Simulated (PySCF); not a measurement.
**C3H7NOSi: core ionisation energies**

C3H7NOSi.
Atom-mapped SMILES: `[CH2:1]=[C:2]([CH:3]=[O:4])[SiH2:5][NH2:6]`

Theory: delta-SCF UKS SCAN, pcX-2 on the ionised atom, pcseg-1 elsewhere, spin-free X2C (PySCF). These are vertical core ionisation energies against the vacuum level, from separate self-consistent calculations with and without the core hole.

Problem. What binding energy does each computed site have?

Solution. 
```json
{"atom(s)": "Si5", "environment": "SiH2 silicon", "level": "Si 1s", "binding energy (eV)": "1846.63", "2p1/2 (eV)": "–", "above the level's lowest (eV)": "0.00", "count": "1"}
{"atom(s)": "O4", "environment": "aldehyde oxygen", "level": "O 1s", "binding energy (eV)": "537.63", "2p1/2 (eV)": "–", "above the level's lowest (eV)": "0.00", "count": "1"}
{"atom(s)": "N6", "environment": "silicon-bound nitrogen", "level": "N 1s", "binding energy (eV)": "404.71", "2p1/2 (eV)": "–", "above the level's lowest (eV)": "0.00", "count": "1"}
{"atom(s)": "C1", "environment": "terminal =CH2 carbon", "level": "C 1s", "binding energy (eV)": "290.91", "2p1/2 (eV)": "–", "above the level's lowest (eV)": "+0.44", "count": "1"}
{"atom(s)": "C2", "environment": "fully substituted alkene carbon", "level": "C 1s", "binding energy (eV)": "290.47", "2p1/2 (eV)": "–", "above the level's lowest (eV)": "0.00", "count": "1"}
{"atom(s)": "Si5", "environment": "SiH2 silicon", "level": "Si 2p3/2", "binding energy (eV)": "106.78", "2p1/2 (eV)": "107.40", "above the level's lowest (eV)": "0.00", "count": "1"}
```

The listed C 1s values span 0.44 eV, from C2 (bonded to C (double bond), C and Si) to C1 (bonded to C (double bond) and 2 H). Summing the Pauling electronegativity differences to the bonded atoms, each weighted by its formal bond order, gives -0.65 for the lowest site and -0.70 for the highest; the largest sum, -0.65, belongs to C2, 0.44 eV below the top. The smallest sum, -0.70, belongs to C1, 0.44 eV above the lowest.

Problem. What is the longest wavelength that can ionise C 1s of C2 vertically?

Solution. λ = hc/E = 12398.42 eV Å / 290.47 eV = 42.684 Å.

The list is incomplete; no value stands for C 1s of C3. Spin–orbit and ligand-field terms were added within each 2p shell after the spin-free SCF. 2p1/2 minus 2p3/2 (ligand field included): Si 0.62 eV. Isolated species at its GFN2-xTB geometry (one conformer only).

Conformer computed: `[CH2:1]=[C:2]([CH:3]=[O:4])[SiH2:5][NH2:6]`: C1–C2–C3–O4 -173°, C1–C2–Si5–N6 -3°, H–N6–Si5–C2 170°, H–N6–Si5–C2 -55°.
